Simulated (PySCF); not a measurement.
# How the method changes the shape and vibrations of FH2Si anion

These are calculations, not measurements. They come from PySCF 2.14.0, an open-source quantum chemistry program, on an isolated molecule that a program drew, which may never have been made. The molecule is FH2Si anion (charge -1, singlet), drawn as the SMILES string `F[SiH2-]`.

The geometry was optimised and harmonic frequencies were computed with HF and MP2, all in the aug-cc-pV(D+d)Z basis, for the commonest isotopes, with a restricted reference for singlets and an unrestricted one otherwise, and a frozen core in MP2. Each result is a local minimum of its method.

Geometry at the HF minimum:
```xyz
4
FH2Si anion, angstrom
F    -3.3789   -2.2974    0.1809
Si   -2.1639   -1.3939    0.9647
H    -1.9420   -2.3342    2.1709
H    -0.9519   -1.9292    0.1692
```

Lengths of the bonds as drawn, in Å (atoms numbered as above):
| bond | HF | MP2 |
|---|---|---|
| F1-Si2 | 1.705 | 1.748 |
| Si2-H3 | 1.545 | 1.549 |
| Si2-H4 | 1.545 | 1.549 |

Rotational constants, in GHz:
```
constant     HF    MP2
       A  111.4  110.9
       B  13.84  13.19
       C   13.6  13.01
```

Harmonic frequencies in cm^-1, each column in rising order, so a row needn't be the same motion in every method:
| rank | HF | MP2 |
|---|---|---|
| 1 | 677 | 622 |
| 2 | 799 | 747 |
| 3 | 868 | ? |
| 4 | 1030 | 978 |
| 5 | 1907 | 1894 |
| 6 | 1935 | 1908 |

**Estimate the missing MP2 frequency from the HF column.**

A single factor s that minimises the squared misfit of MP2 against s times HF over the other rows is sum(HF x MP2) / sum(HF^2) = 0.9780, with an rms misfit of 31 cm^-1. For rank 3 it gives 0.9780 x 868 = 849 cm^-1. The calculation gives 811 cm^-1, 38 cm^-1 below the estimate. The drawn bonds are on average 1.0 % longer in MP2 than in HF.
